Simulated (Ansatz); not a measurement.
`CN([SiH3])[SiH3]` + `[OH][GaH][Br]` → `[SiH3][O][GaH][Br]` + `CN[SiH3]` at 298.15 K and 1 bar (ligand exchange at the Si–N bond).

Isolated molecules relaxed with PBE0-D4/def2-TZVP in Ansatz; ΔE leaves out vibrations. CBS: MP2 limit from def2 TZ/QZ plus the TZ coupled-cluster correction, frozen cores. For Br, Ga outer-core shells are correlated without core-valence functions, which leaves a few kJ/mol of doubt a bond. Scalar relativity is left out up to krypton. Each species was taken in one conformer, which may not be the lowest.

```
             species  CCSD(T)/CBS energy (Eh)  H − E (kJ/mol)  S (J/(mol·K))
  `CN([SiH3])[SiH3]`               -676.35037           270.4          355.3
     `[OH][GaH][Br]`              -4573.71961            71.5          311.1
`[SiH3][O][GaH][Br]`              -4864.03713           119.3          380.5
          `CN[SiH3]`               -386.04948           224.3          300.3
```

H − E and S are ideal-gas, rigid-rotor, harmonic terms from PBE0-D4/def2-TZVP, for one conformer and one mirror image of each species. 1 Eh = 2625.50 kJ/mol, R = 8.31446 J/(mol·K).

Q: By hand: ΔE, ΔH, ΔS and ΔG.

A: ΔE = (-4864.03713) + (-386.04948) − (-676.35037) − (-4573.71961) = -0.01663 Eh = -43.7 kJ/mol. Δ(H − E) = 119.3 + 224.3 − 270.4 − 71.5 = 1.7, so ΔH = -42.0 kJ/mol. ΔS = 380.5 + 300.3 − 355.3 − 311.1 = 14.4 J/(mol·K). ΔG = -42.0 − 298.15 × (14.4)/1000 = -46.3 kJ/mol.

Q: By hand: the equilibrium constant, and the temperature at which ΔG would vanish if ΔH and ΔS stayed fixed.

A: log₁₀ K = −ΔG/(RT ln 10) = 8.1. ΔH and −TΔS have one sign here, so there is no such temperature.

The number of gas molecules stays the same, so ΔS is small and ΔH decides. A doubt of 5 kJ/mol in ΔE shifts log₁₀ K by 0.9 here. Other conformers and mirror images would add mixing entropy, several J/(mol·K) or more a flexible species. Modes under 60 cm⁻¹, often nearly free rotors, make the harmonic entropy too high. These are equilibria of isolated gas molecules and say nothing of rates. Largest T1 diagnostic: 0.012 (customary marks: 0.02 for closed shells, 0.045 for open ones).
